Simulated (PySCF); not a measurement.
Isomers of [C7H14P]+. Method: TDDFT B3LYP/def2-SVPD, vertical, gas phase, core orbitals frozen in the response (PySCF 2.14.0, density-fitted response routines). Geometries: PBE0-D3(BJ)/def2-SVP; one conformer of each isolated species. Triplets are in the Tamm–Dancoff approximation. Ions are computed without counter-ions or solvent.

A. `C1C[PH+]2CCC1CC2`
B. `C(C)CC[PH2+]CC#C`
C. `C#CC[P@@H+](C)CCC`

Lowest singlet levels (six at most, fewer where fewer were computed) with oscillator strengths:

1. 206 nm (f 0.001); 199 nm (f 0.034); 191 nm (f 0.002); 189 nm (f 0.010); 187 nm (f 0.000); 185 nm (f 0.003); T1 5.16 eV
2. 200 nm (f 0.000); 191 nm (f 0.023); 186 nm (f 0.001); 181 nm (f 0.002); 180 nm (f 0.006); 177 nm (f 0.000); T1 5.22 eV
3. 158 nm (f 0.005 summed over 2 states); 156 nm (f 0.001); 154 nm (f 0.021 summed over 2 states); 153 nm (f 0.011); 149 nm (f 0.004); 147 nm (f 0.005); T1 7.71 eV

Task: Match each spectrum to its molecule.

Result: 1 = B, 2 = C, 3 = A.
- A: S1 at 7.87 eV, HOMO-1/HOMO→LUMO (98%); Löwdin shares by element: HOMO (one of a set within 0.03 eV) carbon 51% or more (atoms not listed hold the other 49%); LUMO hydrogen 21% or more, phosphorus 18%, carbon 12% or more (atoms not listed hold the other 49%); HOMO -12.79 and LUMO -4.04 eV; point group C3.
- B: S1 at 6.01 eV, HOMO→LUMO (67%), HOMO→LUMO+2 (15%), HOMO→LUMO+3 (12%); Löwdin shares by element: HOMO (one of a set within 0.03 eV) carbon 92% or more; LUMO phosphorus 40%, hydrogen 22% or more, carbon 9% or more (atoms not listed hold the other 29%); HOMO -11.86 and LUMO -4.74 eV.
- C: S1 at 6.21 eV, HOMO→LUMO (40%), HOMO→LUMO+1 (25%), HOMO→LUMO+2 (16%); Löwdin shares by element: HOMO (one of a set within 0.03 eV) carbon 91% or more; LUMO phosphorus 30%, carbon 16% or more, hydrogen 14% or more (atoms not listed hold the other 40%); HOMO -11.73 and LUMO -4.17 eV.

A slash joins orbitals within 0.01 eV of each other, whose weights are summed (≥ marks a lower bound).
